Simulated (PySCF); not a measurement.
Excitations are Tamm–Dancoff values on a coarser integration grid. The basis has no diffuse functions, so Rydberg states are missing or too high.

Z-matrix (Å, degrees):
```
C
C 1 1.4120
C 2 1.3918 1 119.80
H 3 1.0921 2 121.64 1 179.98
H 2 1.0935 3 120.56 4 -0.02
C 3 1.4005 4 120.23 2 -179.95
N 6 1.3371 3 123.77 4 -179.94
C 7 1.3322 6 117.37 3 -0.06
H 6 1.0968 7 116.30 8 179.95
H 8 1.0969 7 116.19 6 -179.99
B 1 1.5387 2 122.53 5 0.01
H 11 1.2065 1 120.23 2 179.95
H 11 1.2073 12 119.65 1 179.99
```
Charge 0, multiplicity 1.

Question: Predict the T1 excitation (TDA), S1 excitation (TDA), LUMO, HOMO and dipole moment from M06-2X/def2-TZVP // B3LYP-D3(BJ)/def2-SVP run with PySCF 2.14.0.

Answer: 
```json
{
 "T1 excitation (TDA)": "3.89 eV",
 "S1 excitation (TDA)": "4.24 eV",
 "LUMO": "-1.48 eV",
 "HOMO": "-8.97 eV",
 "dipole_moment": "1.96 D"
}
```
